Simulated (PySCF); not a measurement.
# Structure elucidation problem

The spectra below were simulated for a compound C2H12OP2Si2.

1H NMR (300 MHz, computed): δ 6.61 (m, 1H), 4.18 (m, 2H), 3.61 (t, 2H), 1.13 (m, 4H), 0.31 (t, 3H).

13C{1H} NMR (computed): δ 58.1 (CH2), -9.1 (CH3).

[PySCF 2.14: shieldings: GIAO PBE0/pcSseg-1; geometry: GFN2-xTB; a single conformation; non-relativistic; isolated molecule; rapidly exchanging positions averaged]

References, each an isolated molecule treated in the same way: 1H, 13C against TMS.

Deduce the structure.

Answers


2 carbon signals for 2 carbons: no two carbons are equivalent. Carbon types of the structure: 1 × CH2, 1 × CH3, leaving 7 H on heteroatoms. δC 58.1: sp3 CH2 bonded to O and Si; the inductive effect lowers its shielding. δC -9.1: methyl carbon bonded to Si; an electropositive neighbour leaves it electron-rich and shielded. δH 6.61: hydrogen on a silicon bonded to O, 2 P. δH 4.18: hydrogen on a silicon bonded to 2 C. δH 3.61: hydrogen on an sp3 CH2 bonded to O and Si; its carbon carries O, hence the downfield position. δH 1.13: hydrogen on a phosphorus bonded to Si. δH 0.31: hydrogen on a methyl carbon bonded to Si; an electropositive neighbour shields it, as in TMS itself.

The compound is `[SiH](OC[SiH2]C)(P)P`.

This is the structure that produced the data.

Splittings by 31P in the carbon and heteronuclear signals aren't shown, as no couplings were computed. Shifts are as computed. Against solution values, carbons near 30 ppm lie about +3 ppm off and those near 130 ppm about +5 ppm. Of 1211 compounds with measured shifts, 218 miss one by over three times the rms of a fit or turn the order of signals round; such compounds aren't used in these exercises. No couplings were computed; multiplicities are counted from neighbouring protons, with m where these are inequivalent, close in shift, in a saturated or five-membered ring or joined by F or P, and br s for small geminal =CH2 splittings.
